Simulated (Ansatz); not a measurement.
A CCSD(T) single point on `C[Si](C)(Cl)C#N`.

```yaml
crystal:
  periodic: [false, false, false]
  atoms:
    - {symbol: C, position_ang: [-1.208101, -0.578539, 0.995958]}
    - {symbol: Si, position_ang: [-0.186952, 0.005392, -0.431074]}
    - {symbol: C, position_ang: [1.630242, -0.293767, -0.262395]}
    - {symbol: Cl, position_ang: [-0.875308, -0.832255, -2.173281]}
    - {symbol: C, position_ang: [-0.449648, 1.835561, -0.609419]}
    - {symbol: N, position_ang: [-0.597001, 2.975580, -0.683465]}
    - {symbol: H, position_ang: [-1.101554, -1.658700, 1.120288]}
    - {symbol: H, position_ang: [-2.263448, -0.351274, 0.835559]}
    - {symbol: H, position_ang: [-0.884774, -0.088543, 1.918044]}
    - {symbol: H, position_ang: [2.168478, 0.093373, -1.129321]}
    - {symbol: H, position_ang: [1.831214, -1.364447, -0.179879]}
    - {symbol: H, position_ang: [2.013755, 0.202316, 0.632984]}
basis:
  gaussian: {orbitals: def2-TZVPP}
correlation: {method: ccsd_t}
output: {orbitals: {seedname: orbitals}}
```

```sh
$ ansatz run in.yaml --threads 4 --pin off --events-out ev --progress --plain --max-ram 10444MiB
```

The program prints (abridged):

```
Functional definition: HF
1711 factors; integrals over basis functions are off by at most 1.2e-3 eV
mean field evaluation 1: about -25033.9999 eV, gradient 4.2e1 eV
mean field evaluation 2: about -25034.3519 eV, gradient 4.2e1 eV
mean field evaluation 4: about -25038.7461 eV, gradient 7.3e0 eV
mean field evaluation 8: about -25038.9002 eV, gradient 3.7e-1 eV
mean field -25038.90070789 eV, -920.1626290384 hartree, gradient 2.2e-6 eV, S^2 0.000000; 0 other end points of the search recorded, 0 dependent functions left out
14 core orbitals not correlated: weight in the atoms' cores, before any rotation towards them, 1.000 or more for the frozen orbitals, at most 0.000 for the correlated occupied ones
reference -25038.90070789 eV, -920.1626290384 hartree; 17, 17 occupied and 261, 261 virtual orbitals, 1711 factors
second order -27.03273986 eV of doubles, -0.00000000 eV of singles
cycle   1  -27.49059363 eV  change   -4.6e-1 eV  update   1.2e-1
cycle   2  -28.20113564 eV  change   -7.1e-1 eV  update   3.5e-2
cycle   3  -28.34594769 eV  change   -1.4e-1 eV  update   1.5e-2
cycle   4  -28.34240253 eV  change    3.5e-3 eV  update   3.8e-3
cycle   5  -28.34445435 eV  change   -2.1e-3 eV  update   1.6e-3
cycle   6  -28.34494411 eV  change   -4.9e-4 eV  update   4.1e-4
cycle   7  -28.34506843 eV  change   -1.2e-4 eV  update   1.2e-4
cycle   8  -28.34515629 eV  change   -8.8e-5 eV  update   3.3e-5
cycle   9  -28.34516937 eV  change   -1.3e-5 eV  update   1.1e-5
perturbative correction -1.29266493 eV, -0.0475045599 hartree
Total energy: -25068.53854219 eV, -921.2517993597 hartree
```

It took 5.4 min on 4 threads of an Arm Neoverse V2 on a shared host, with 9.2 GiB of host memory at the peak.

MP2 recovers 91.2 % of the CCSD(T) correlation energy and the triples give 4.4 %; T1 = 0.0110.
